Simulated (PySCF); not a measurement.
Species: C5H3FOS.
Atom-mapped SMILES: `[O:1]=[C:2]([F:3])[c:4]1[cH:5][cH:6][cH:7][s:8]1` (hydrogens: H9 on C5; H10 on C6; H11 on C7)

The same species was optimised twice, with GFN2-xTB and with PBE0-D3(BJ)/def2-SVP (PySCF), and the same property calculations (PySCF, gas phase) were run on both structures.

```csv
coordinate,GFN2-xTB,PBE0-D3(BJ)/def2-SVP,change
C2–F3 (Å),1.374,1.342,-0.032
C2–C4 (Å),1.439,1.457,+0.018
C5–C6 (Å),1.400,1.414,+0.014
C6–C7 (Å),1.366,1.376,+0.010
C4–S8 (Å),1.734,1.725,-0.009
C4–C5 (Å),1.377,1.380,+0.003
O1=C2 (Å),1.185,1.187,+0.002
C7–S8 (Å),1.708,1.707,-0.001
O1–C2–C4 (°),130.1,127.7,-2.4
O1–C2–F3 (°),119.2,121.1,+1.9
C4–S8–C7 (°),90.6,91.3,+0.7
F3–C2–C4 (°),110.8,111.2,+0.4
C5–C6–C7 (°),112.4,112.1,-0.3
C6–C7–S8 (°),113.0,112.6,-0.4
C2–C4–S8 (°),119.7,119.5,-0.2
C4–C5–C6 (°),112.4,112.2,-0.2
O1–C2–C4–C5 (°),180,179,-1
```

Rotational constants: A = 3689, B = 1410, C = 1020 MHz (GFN2-xTB) against A = 3703, B = 1408, C = 1020 MHz (PBE0-D3(BJ)/def2-SVP). Point groups within 0.08 Å: Cs and Cs.

On the GFN2-xTB structure: HOMO (eV) -7.83 [PBE0/pcSseg-1]; LUMO (eV) -2.22 [PBE0/pcSseg-1]; dipole (D) 4.49 [PBE0/pcSseg-1]; GIAO shielding of O1 (ppm) -86.6 [PBE0/pcSseg-1]; GIAO shielding of C2 (ppm) 27.0 [PBE0/pcSseg-1]; GIAO shielding of F3 (ppm) 145.7 [PBE0/pcSseg-1]; GIAO shielding of C4 (ppm) 49.0 [PBE0/pcSseg-1]; GIAO shielding of C5 (ppm) 43.1 [PBE0/pcSseg-1]; GIAO shielding of C6 (ppm) 54.4 [PBE0/pcSseg-1]; GIAO shielding of C7 (ppm) 39.1 [PBE0/pcSseg-1]; GIAO shielding of S8 (ppm) 245.3 [PBE0/pcSseg-1].

What do these properties become on the PBE0-D3(BJ)/def2-SVP structure?

```json
{"property": "HOMO (eV)", "level": "PBE0/pcSseg-1", "on GFN2-xTB": "-7.83", "on PBE0-D3(BJ)/def2-SVP": "-7.76", "change": "+0.07"}
{"property": "LUMO (eV)", "level": "PBE0/pcSseg-1", "on GFN2-xTB": "-2.22", "on PBE0-D3(BJ)/def2-SVP": "-2.13", "change": "+0.09"}
{"property": "dipole (D)", "level": "PBE0/pcSseg-1", "on GFN2-xTB": "4.49", "on PBE0-D3(BJ)/def2-SVP": "4.24", "change": "-0.25"}
{"property": "energy, GFN2-xTB geometry as zero (kcal/mol)", "level": "PBE0/pcSseg-1", "on GFN2-xTB": "0.0", "on PBE0-D3(BJ)/def2-SVP": "-0.4", "change": "-0.4"}
{"property": "GIAO shielding of O1 (ppm)", "level": "PBE0/pcSseg-1", "on GFN2-xTB": "-86.6", "on PBE0-D3(BJ)/def2-SVP": "-85.7", "change": "+0.9"}
{"property": "GIAO shielding of C2 (ppm)", "level": "PBE0/pcSseg-1", "on GFN2-xTB": "27.0", "on PBE0-D3(BJ)/def2-SVP": "26.8", "change": "-0.2"}
{"property": "GIAO shielding of F3 (ppm)", "level": "PBE0/pcSseg-1", "on GFN2-xTB": "145.7", "on PBE0-D3(BJ)/def2-SVP": "158.9", "change": "+13.2"}
{"property": "GIAO shielding of C4 (ppm)", "level": "PBE0/pcSseg-1", "on GFN2-xTB": "49.0", "on PBE0-D3(BJ)/def2-SVP": "47.4", "change": "-1.6"}
{"property": "GIAO shielding of C5 (ppm)", "level": "PBE0/pcSseg-1", "on GFN2-xTB": "43.1", "on PBE0-D3(BJ)/def2-SVP": "43.2", "change": "+0.1"}
{"property": "GIAO shielding of C6 (ppm)", "level": "PBE0/pcSseg-1", "on GFN2-xTB": "54.4", "on PBE0-D3(BJ)/def2-SVP": "51.8", "change": "-2.6"}
{"property": "GIAO shielding of C7 (ppm)", "level": "PBE0/pcSseg-1", "on GFN2-xTB": "39.1", "on PBE0-D3(BJ)/def2-SVP": "38.9", "change": "-0.2"}
{"property": "GIAO shielding of S8 (ppm)", "level": "PBE0/pcSseg-1", "on GFN2-xTB": "245.3", "on PBE0-D3(BJ)/def2-SVP": "248.6", "change": "+3.3"}
```

The heavy atoms differ by 0.019 Å rms after alignment. Among bonds between heavy atoms C2–F3 changes most (-0.032 Å). Changes are differences of the printed values. Neither structure is proved a minimum here.

The values belong to the conformer `[O:1]=[C:2]([F:3])[c:4]1[cH:5][cH:6][cH:7][s:8]1`: O1–C2–C4–C5 179°.
